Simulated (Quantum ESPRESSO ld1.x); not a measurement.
Input file for ld1.x (Quantum ESPRESSO 7.5):

```
 &input
    atom='Mo',
    iswitch=1,
    rel=1,
    lsd=1,
    dft='PW',
    config='[Kr] 4d2 5p2',
    prefix='ld1',
    max_out_wfc=37,
    file_charge='ld1.rho',
 /
```

Command: `OMP_NUM_THREADS=1 ld1.x < ld1.in > ld1.out`

Standard output:

```
     Program LD1 v.7.5 starts

     --------------------------- All-electron run ----------------------------

     scalar relativistic calculation

     atomic number is 42.00
     dft =PW   lsd =1 sic =0 latt =0  beta=0.20 tr2=1.0E-14
     Exchange-correlation= PW
                           (   1   4   0   0   0   0   0)
     mesh =2043 r(mesh) =  99.31835 a.u. xmin = -8.00 dx = 0.00800
     1 Ry =  13.60569312 eV, c = 137.03599908

     n l     nl                  e(Ry)          e(Ha)          e(eV)
     1 0     1S 1( 1.00)     -1457.0947      -728.5474    -19824.7839
     2 0     2S 1( 1.00)      -207.7711      -103.8856     -2826.8699
     2 1     2P 1( 3.00)      -186.1133       -93.0566     -2532.1999
     3 0     3S 1( 1.00)       -37.1511       -18.5755      -505.4662
     3 1     3P 1( 3.00)       -30.0570       -15.0285      -408.9459
     4 0     4S 1( 1.00)        -6.8849        -3.4425       -93.6743
     4 1     4P 1( 3.00)        -4.9435        -2.4717       -67.2593
     3 2     3D 1( 5.00)       -18.4824        -9.2412      -251.4660
     4 2     4D 1( 2.00)        -2.1834        -1.0917       -29.7071
     5 1     5P 1( 2.00)        -1.2460        -0.6230       -16.9530
     1 0     1S 2( 1.00)     -1457.0908      -728.5454    -19824.7303
     2 0     2S 2( 1.00)      -207.7483      -103.8742     -2826.5598
     2 1     2P 2( 3.00)      -186.0940       -93.0470     -2531.9374
     3 0     3S 2( 1.00)       -37.1321       -18.5660      -505.2075
     3 1     3P 2( 3.00)       -30.0362       -15.0181      -408.6632
     4 0     4S 2( 1.00)        -6.7677        -3.3839       -92.0799
     4 1     4P 2( 3.00)        -4.8173        -2.4087       -65.5433
     3 2     3D 2( 5.00)       -18.4560        -9.2280      -251.1066
     4 2     4D 2( 0.00)        -2.0352        -1.0176       -27.6909
     5 1     5P 2( 0.00)        -1.0876        -0.5438       -14.7980

     final scf error:  9.1E-15 reached in  28 iterations

     Etot =   -8085.784034 Ry,   -4042.892017 Ha, -110012.696230 eV
     Total magnetization:    4.00 Bohr mag.

     Ekin =    8335.032053 Ry,    4167.516026 Ha,  113403.888277 eV
     Encl =  -19411.768044 Ry,   -9705.884022 Ha, -264110.558987 eV
     Eh   =    3227.450210 Ry,    1613.725105 Ha,   43911.697125 eV
     Exc  =    -236.498252 Ry,    -118.249126 Ha,   -3217.722645 eV

     normalization and overlap integrals

     s(1S/1S) =  1.000000  <r> =   0.0352  <r2> =    0.0017  r(max) =   0.0229
     s(1S/2S) = -0.009005
     s(1S/3S) = -0.003636
     s(1S/4S) = -0.001512
     s(2S/2S) =  1.000000  <r> =   0.1539  <r2> =    0.0279  r(max) =   0.1298
     s(2S/3S) = -0.002194
     s(2S/4S) = -0.000883
     s(2P/2P) =  1.000000  <r> =   0.1340  <r2> =    0.0220  r(max) =   0.1038
     s(2P/3P) = -0.001794
     s(2P/4P) = -0.000664
     s(2P/5P) = -0.000255
     s(3S/3S) =  1.000000  <r> =   0.4297  <r2> =    0.2116  r(max) =   0.3853
     s(3S/4S) = -0.000565
     s(3P/3P) =  1.000000  <r> =   0.4311  <r2> =    0.2164  r(max) =   0.3762
     s(3P/4P) = -0.000465
     s(3P/5P) = -0.000175
     s(4S/4S) =  1.000000  <r> =   1.0909  <r2> =    1.3466  r(max) =   0.9825
     s(4P/4P) =  1.000000  <r> =   1.2022  <r2> =    1.6501  r(max) =   1.0558
     s(4P/5P) = -0.000097
     s(3D/3D) =  1.000000  <r> =   0.4154  <r2> =    0.2076  r(max) =   0.3206
     s(3D/4D) = -0.000279
     s(4D/4D) =  1.000000  <r> =   1.5835  <r2> =    2.9458  r(max) =   1.2896
     s(5P/5P) =  1.000000  <r> =   3.1389  <r2> =   11.0421  r(max) =   2.8472
     s(1S/1S) =  1.000000  <r> =   0.0352  <r2> =    0.0017  r(max) =   0.0229
     s(1S/2S) = -0.009005
     s(1S/3S) = -0.003636
     s(1S/4S) = -0.001519
     s(2S/2S) =  1.000000  <r> =   0.1539  <r2> =    0.0279  r(max) =   0.1298
     s(2S/3S) = -0.002194
     s(2S/4S) = -0.000887
     s(2P/2P) =  1.000000  <r> =   0.1340  <r2> =    0.0219  r(max) =   0.1038
     s(2P/3P) = -0.001794
     s(2P/4P) = -0.000668
     s(2P/5P) = -0.000245
     s(3S/3S) =  1.000000  <r> =   0.4296  <r2> =    0.2115  r(max) =   0.3853
     s(3S/4S) = -0.000567
     s(3P/3P) =  1.000000  <r> =   0.4310  <r2> =    0.2163  r(max) =   0.3762
     s(3P/4P) = -0.000467
     s(3P/5P) = -0.000168
     s(4S/4S) =  1.000000  <r> =   1.0876  <r2> =    1.3382  r(max) =   0.9825
     s(4P/4P) =  1.000000  <r> =   1.1970  <r2> =    1.6351  r(max) =   1.0558
     s(4P/5P) = -0.000094
     s(3D/3D) =  1.000000  <r> =   0.4152  <r2> =    0.2073  r(max) =   0.3206
     s(3D/4D) = -0.000282
     s(4D/4D) =  1.000000  <r> =   1.5679  <r2> =    2.8891  r(max) =   1.2896
     s(5P/5P) =  1.000000  <r> =   3.2491  <r2> =   11.8927  r(max) =   2.8931

     ------------------------ End of All-electron run ------------------------
```

Run on one thread of a shared host, so times are rough (Intel(R) Xeon(R) Processor @ 2.60GHz): 0.53 s of CPU time, 1.6 s wall, 28 iterations on 2043 mesh points.
